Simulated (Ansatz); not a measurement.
Stepwise reaction of `F[SiH](F)[GeH3]` with hydrogen, as a gas-phase model of exchange steps in deposition or etching. ΔE in kJ/mol; ΔG adds harmonic PBE0-D4 terms to CCSD(T)/CBS, at 1 bar.

Gas-phase electronic energies from Ansatz, PBE0-D4/def2-TZVP geometries. CCSD(T)/CBS is the MP2 limit (def2-TZVPP, def2-QZVPP) plus CCSD(T) − MP2 in def2-TZVPP, frozen cores. This one scheme is used for every species. Functionals use def2-TZVPP. B3LYP here is the variant with VWN-RPA as its local correlation; programs differ in this. For Ge outer-core shells are correlated without core-valence functions, which leaves a few kJ/mol of doubt a bond. Scalar relativity is left out up to krypton.

```tsv
step	reaction	PBE-D4	B3LYP-D4	ωB97M-V	CCSD(T)/CBS	ΔG(600 K)
2	`F[SiH2][GeH3]` + H₂ → `[SiH3][GeH3]` + H–F	92.1	101.6	100.5	97.2	99.8
```

**Question.** Give the row of step 1, `F[SiH](F)[GeH3]` + H₂ → `F[SiH2][GeH3]` + H–F. (An estimate is asked.)

**Answer.** Computed: 
| step | reaction | PBE-D4 | B3LYP-D4 | ωB97M-V | CCSD(T)/CBS | ΔG(600 K) |
| --- | --- | --- | --- | --- | --- | --- |
| 1 | `F[SiH](F)[GeH3]` + H₂ → `F[SiH2][GeH3]` + H–F | 122.5 | 130.3 | 130.5 | 126.4 | 123.1 |

**Question.** By hand: ΔE of the 2 steps together at CCSD(T)/CBS.

**Answer.** (126.4) + (97.2) = 223.6 kJ/mol, or 111.8 kJ/mol a step.

In ΔE each step is lower than the one before. All are uphill at CCSD(T)/CBS. ΔG lies between 99.8 and 123.1 kJ/mol a step. PBE-D4 differs from CCSD(T)/CBS by -5.1 to -3.9 kJ/mol a step. Isolated molecules leave out the surface, adducts and barriers. Largest T1 diagnostic: 0.012.
